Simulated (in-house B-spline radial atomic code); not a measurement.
Values are calculated unless marked as measured or tabulated.
# Correlation energy from the adiabatic connection: −Z/r, Z = 7.48, wall at 0.668 bohr

Two electrons in a singlet, external potential −Z/r, Z = 7.48, wall at 0.668 bohr (atomic units). Full CI in B-splines (partial waves to l = 8, correlation up to 0.6 % small) with the density held fixed gives W(λ) = <V_ee>_λ − U, and E_c is the integral of W(λ) − W(0) from 0 to 1.

```
   λ  W(λ) − W(0) (hartree)
   0                0.00000
0.02               -0.00185
0.05               -0.00462
0.12               -0.01106
0.25               -0.02288
 0.4               -0.03635
 0.6               -0.05399
 0.8               -0.07130
   1               -0.08828
```

Integrate the table by the trapezoid rule.

The strips give -0.00002, -0.00010, -0.00055, -0.00221, -0.00444, -0.00903, -0.01253, -0.01596, which sum to -0.04483 hartree. The direct value, W(1) − W(0) + T_c with T_c = 0.04343, is -0.04485; the curve is convex, so chords lie above it and the trapezoids fall short in size by 0.04 %.

Now use only three numbers: W(0) = -4.644, the initial slope W'(0) = -0.09267 (extrapolated from the first points) and the strong-coupling limit of the point-charge-plus-continuum model, W∞ = -6.342. What do second-order theory and the interpolation W(λ) = W∞ + (W(0) − W∞)/√(1 + 2χλ) of Seidl, Perdew and Levy give?

Second order keeps the slope alone: E_c = W'(0)/2 = -0.04634, +3 % in size against -0.04485. Matching the slope fixes χ = W'(0)/(W∞ − W(0)) = -0.09267/(-1.69800) = 0.05458. Integrating, with s = √(1 + 2χ) = 1.053163, E_c = −(W(0) − W∞)(s − 1)/(s + 1) = −1.69800 × 0.053163/2.053163 = -0.04397 hartree, -2.0 % in size against the full result. At λ = 1 the formula gives W − W(0) = -0.08571 against -0.08828. Part of the miss can come from the model's W∞.
